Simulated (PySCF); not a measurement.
Ir₃O⁺, singlet: molecular constants

Method: PySCF, PBE, basis O def2-SVP, Ir def2-SVP with ECP60 (scalar-relativistic core potentials, no spin–orbit coupling, density fitting).

The structure is a minimum.

```xyz
4
charge 1 multiplicity 1, angstrom
O     0.0000    0.0000   -1.2848
Ir    1.4409    0.0000    0.0352
Ir   -0.7204    1.2478    0.0352
Ir   -0.7204   -1.2478    0.0352
```

```
Point group                                                                   : C3v
Bond lengths                                                                  : Ir–Ir 2.496 Å (×3), O–Ir 1.954 Å (×3)
Bond angles                                                                   : Ir–Ir–Ir 60.0° (×3), Ir–Ir–O 50.3° (×6), Ir–O–Ir 79.4° (×3)
Rotational symmetry number                                                    : 3
Dipole moment about the centre of mass                                        : 1.17 D
Principal quadrupole moments (Buckingham, traceless) about the centre of mass : -17.19, 8.60, 8.60 D Å
Zero-point energy                                                             : 12.2 kJ/mol
Principal polarisabilities                                                    : 65.0, 97.3, 97.3 bohr³
Entropy at 298.15 K and 1 bar                                                 : 348.3 J/(mol K)
Enthalpy at 298.15 K above 0 K                                                : 16.38 kJ/mol
Rotational constants                                                          : 0.02684, 0.02684, 0.01403 cm⁻¹
Lowest empty level                                                            : -9.44 eV
Highest occupied level                                                        : -10.22 eV
Heat capacity Cp at 298.15 K                                                  : 72.5 J/(mol K)
```

Harmonic modes (masses in u: O 15.995, Ir 192.963):
```
symmetry  ω (cm⁻¹)  IR (km/mol, summed over degenerate members)
       e       174                                          0.0
      a1       225                                          1.0
       e       408                                          7.0
      a1       660                                         19.6
```

In C3v the vibrations span 2e + 2a1.

Charges (e):
| atom | Mulliken | Löwdin | polar tensor | Mayer order to O1 |
| --- | --- | --- | --- | --- |
| O1 | -0.32 | 0.15 | -0.02 | – |
| Ir2,3,4 | 0.44 | 0.28 | 0.34 | 0.82 |
Other Mayer orders above 0.3: Ir–Ir 1.19 (×3).

Mulliken populations on O1: s 3.93, p 4.37, d 0.02.

Outer orbital energies (eV). occupied: -11.43, -11.43, -11.32, -10.80, -10.80, -10.24, -10.22, -10.22; empty: -9.44, -9.31, -9.31, -8.78.

Stability towards spin polarisation was not tested. Other isomers or separated fragments may lie lower. No spin–orbit coupling is included, which matters more the heavier the element.

The final relaxation and frequency run took of the order of 2.3 core-minutes on a shared host.
